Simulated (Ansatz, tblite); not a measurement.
Cost and result up the ladder for SbBr₃ (4 atoms). Charge 0, multiplicity 1. Geometry: r2SCAN-D4/def2-SVP.

Cartesian coordinates in Å:
```
Sb -0.2193 0.5620 -0.6793
Br -1.8463 -1.2697 -0.0491
Br 0.1842 1.5393 1.6188
Br 1.8814 -0.8315 -0.8904
```

Ansatz on 4 threads of Intel Xeon 6975P-C on a shared host; xTB runs through tblite on one thread. Times are rough, summed over both states, and most runs start from the orbitals of an earlier one. PBE0-D4/def2-TZVP serves as the yardstick here, not as an exact answer. Differences are given only for rows in sets of like size (and for xTB, whose basis is part of the method), since another set adds its own error. The other state is a doublet.

In the def2 sets Sb takes a core potential; there is no spin–orbit coupling. The xTB rows come from tblite. Correlated methods freeze 31 core orbitals; core or outer-core shells of Sb, Br are correlated, in sets that lack core-valence functions. The rows differ in basis, and correlated rows in double-zeta sets carry the largest basis error. HOMO above LUMO, or a gap near zero within one spin, warns that the state may not be the lowest or that an electron is smeared out.

Correlated methods converge slowly with the basis, most of all in double-zeta sets.

Raw xTB energies of ions are shifted by several eV.

| level | functions | wall time | vertical IE (eV) | difference from PBE0-D4/def2-TZVP (eV) | remarks |
| --- | --- | --- | --- | --- | --- |
| GFN1-xTB | 36 | 0.008 s | 15.49 | 5.54 | – |
| GFN2-xTB | 36 | 0.009 s | 14.92 | 4.97 | – |
| PBE-D4/def2-TZVP | 194 | 5.5 s | 9.63 | -0.32 | gap within one spin near zero (+1 doublet) |
| r2SCAN-D4/def2-TZVP (with forces) | 194 | 6.9 s | 9.85 | -0.09 | – |
| PBE0-D4/def2-TZVP | 194 | 8.1 s | 9.95 | 0.00 | – |
| CCSD(T)/def2-SVP | 122 | 38 s | 9.73 | – | spin-contaminated (⟨S²⟩ 0.83) (+1 doublet) |
